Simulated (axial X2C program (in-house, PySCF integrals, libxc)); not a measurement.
# Working with the constants of LiCd⁺

A bond curve at the CCSD(T) level, 2c, was computed with an in-house all-electron X2C program for linear molecules (integrals from PySCF) (basis Cd dyall-cv3z [12s12p8d5f3g], Li dyall-cv3z [7s8p2d] (cores contracted in-house)) for the state Ω = 0 (closed shell). Its fit gives Re = 2.8183 Å, ωe = 239.3 cm⁻¹, ωexe = 2.71 cm⁻¹ and αe = 5.003e-03 cm⁻¹; the masses are 113.9034 and 7.0160 u. Two-component means X2C with spin–orbit coupling and atomic mean-field Coulomb and Gaunt terms.

Correlated methods: 12 electrons correlated (number of frozen shells: Cd 4 s, 3 p, 1 d; Li 1 s), 250 virtual spin orbitals or spinors in MP2, 90 natural virtuals in coupled cluster.

Question: Find the reduced mass, Be and the force constant.

Answer: From the CCSD(T) values: μ = 6.6089 u. Be = 16.8576/(μ Re²) = 0.3211 cm⁻¹. k = 5.8918×10⁻⁷ μ ωe² = 0.223 mdyn/Å.

Question: Estimate De from a Morse curve and compare with the computed well depth of 0.593 eV to Cd + Li+.

Answer: De(Morse) = ωe²/(4ωexe) = 0.655 eV against 0.593 eV computed, a ratio of 1.10. For De the Morse form works well here.

Question: Give B0, the J = 1←0 line in GHz and the most populated J at 300 K (kT = 208.5 cm⁻¹).

Answer: B0 = Be − αe/2 = 0.3186 cm⁻¹; 2B0 = 19.1 GHz; J(max) ≈ √(kT/2B0) − 1/2 = 17.6, so J = 18.

Question: A Morse curve ties αe to the other constants (Pekeris). How well does that hold?

Answer: αe(Morse) = 6Be²/ωe × (√(ωexe/Be) − 1) = 4.926e-03 cm⁻¹; the CCSD(T) curve gives 5.003e-03 cm⁻¹, a ratio of 0.98.

Question: Estimate the centrifugal constant by the Kratzer relation.

Answer: D = 4Be³/ωe² = 2.31e-06 cm⁻¹.

Occupations by symmetry block were frozen at the best pattern of an incomplete PBE0 search. De is counted from the lowest determinant-based energies of the atoms at the same level, without counterpoise correction. CCSD and (T) use frozen natural virtuals with an MP2 correction for the truncation; (T) itself is uncorrected, so its De runs slightly low.
